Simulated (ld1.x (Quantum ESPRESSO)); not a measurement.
# carbon (C), RRKJ: configuration errors across variants

ld1.x (Quantum ESPRESSO) 7.5 input, shortened:

```
&input
   title='C', zed=6., rel=1, dft='PBE', iswitch=3,
   config='[He] 2s2 2p2 3d-2'
 /
 &inputp
   pseudotype=2, tm=.false., lloc=0,
   nlcc=.true., new_core_ps=.true., rcore=0.65
 /
3
2P  2  1   2.00   0.00  1.60  1.60  0.0
3D  3  2  -2.00  -0.20  1.55  1.55  0.0
2S  1  0   2.00   0.00  1.00  1.00  0.0
 &test
   configts(1)='2s2 2p2'
 /
```

All-electron excitation energies from the reference (eV): (1) 2s2 2p1 10.862; (2) 2s2 2p0 35.018; (3) 2s1 2p0 83.212; (4) 2s0 2p4 16.975; (5) 2s2 2p1.5 3.963; (6) 2s1 2p3 8.478; (7) 2s2 2p2.3 -1.158.

Errors AE − PS in meV (a dash: test not solved or not reliable):

| change | (1) | (2) | (3) | (4) | (5) | (6) | (7) | bound ghosts |
| --- | --- | --- | --- | --- | --- | --- | --- | --- |
| base | +13 | +147 | +331 | +15 | +1.5 | +3.5 | +0.2 | none |
| core correction Bessel-smoothed model core inside 0.44 bohr | +12 | +133 | +293 | +12 | +1.3 | +2.8 | +0.1 | none |
| core correction Bessel-smoothed model core inside 0.56 bohr | +12 | +136 | +302 | +13 | +1.4 | +3.0 | +0.1 | none |
| core correction Bessel-smoothed model core inside 0.66 bohr | +13 | +150 | +340 | +15 | +1.5 | +3.6 | +0.2 | none |
| core correction Bessel-smoothed model core inside 0.82 bohr | +14 | +166 | +410 | +19 | +1.7 | +4.5 | +0.2 | none |
| core correction Bessel-smoothed model core inside 0.94 bohr | +13 | +152 | +362 | +16 | +1.5 | +3.9 | +0.2 | none |
| core correction Bessel-smoothed model core inside 1.04 bohr | +13 | +150 | +334 | +18 | +1.5 | +3.9 | +0.2 | none |
| core correction Bessel-smoothed model core inside 1.18 bohr | +15 | +171 | +374 | +25 | +1.8 | +6.3 | +0.2 | none |

**Question.** Give the same row for: core correction none.

**Answer.** +15, +184, +419, +12, +1.8, +3.6, +0.2; bound ghosts: none.
